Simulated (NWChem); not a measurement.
# Ionisation of C$_{2}$H$_{2}$N

```xyz
5

C      0.0000     0.0000    -1.1968
C      0.0000     0.0000     0.1888
N      0.0000     0.0000     1.3632
H      0.9435     0.0000    -1.7471
H     -0.9435     0.0000    -1.7471
```
Charge 0, spin multiplicity 2.

Everything below was run with NWChem. Structure: optimised with UB3LYP/def2-SVP, a minimum by its harmonic frequencies. It is one conformer; others weren't searched.

Basis set: def2-TZVP. The species with one electron less has spin multiplicity 1 and keeps the geometry of the parent. Δ marks differences of total energies (open shells unrestricted). −ε marks an orbital energy of the parent. That orbital need not have the symmetry of the hole or added electron in the Δ rows. That singlet is a closed-shell solution.

The correlated methods keep 3 core orbitals frozen. B3LYP has NWChem's definition, with VWN1-RPA local correlation. The structure started from a generated list of species. The unpaired electrons of the parent sit in orbitals of symmetry b2 (C2v labels of the run); other states weren't searched. The stability of the SCF solutions was not checked.

For the first vertical ionisation energy, evGW0@PBE gives 9.79 eV and G0W0@PBE gives 9.49 eV. What do ΔB2PLYP, −ε(alpha HOMO) of PBE0, ΔB3LYP give?

ΔB2PLYP: 10.13 eV; −ε(alpha HOMO) of PBE0: 7.79 eV; ΔB3LYP: 10.30 eV.
